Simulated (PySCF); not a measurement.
## Excitation energy of Se⁺ by level of theory

Se⁺ [Ar] 3d10 4s2 4p3 (4S) → Se⁺ [Ar] 3d10 4s2 4p2 5s1 (4P), as a difference of total energies. Computed with PySCF 2.14 in aug-cc-pVTZ-PP with ECP10MDF (6s5p4d2f, 55 functions), with scalar relativity through the core potential. Correlated levels: valence: 3s2 3p6 3d10 frozen. The calculations carry no spin-orbit coupling.

```tsv
method	excitation energy (eV)
UHF	11.856
LDA	11.648
PBE	11.597
PBE0	11.830
r2SCAN	12.204
BP86	11.638
wB97M-V	11.749
BLYP	11.466
M06-2X	11.796
MP2 (valence)	12.030
SCS-MP2 (valence)	11.981
```

Errors of the correlated levels include the incompleteness of this basis and the frozen core.

Task: Which method comes closest to the reference value, and which is furthest?

Result: The reference is 12.084 eV (measured; NIST levels, between the centres of gravity of the two terms). Closest: MP2 (valence) (error -0.054 eV); furthest: BLYP (error -0.618 eV).
